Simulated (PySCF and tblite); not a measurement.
C₂H₈OSi, numbered as in [CH3:1][O:2][SiH2:3][CH3:4]. Level: PBE0-D3(BJ)/def2-TZVP//PBE0-D3(BJ)/def2-SVP, thermal terms from GFN2-xTB, symmetry numbers and mirror pairs counted. Conformers within 4 kcal/mol (GFN2-xTB free energy) were kept, 5 at most. GIAO shieldings: PBE0/pcSseg-1. Shifts are against TMS (¹H), TMS (¹³C), TMS (²⁹Si) at the same level. Programs: PySCF with density fitting and tblite.

Torsions listed: C1–O2–Si3–C4. Of a mirror pair one member is shown.

Two conformers hold nearly all the population. I: -65°; δ(C1) = 53.01 ppm. II: 180°; δ(C1) = 54.00 ppm. The average over the ensemble at 298.15 K is 53.55 ppm.

Task: What populations and free-energy difference follow from a two-state model?

Result: p(I) = (53.55 − 54.00)/(53.01 − 54.00) = 0.45, so K = p(II)/p(I) = 1.20 and G(II) − G(I) = −RT ln K = -0.11 kcal/mol. One of the two counts twice, as a mirror pair, which this difference holds. The weights computed directly are 45.3 % and 54.7 %.
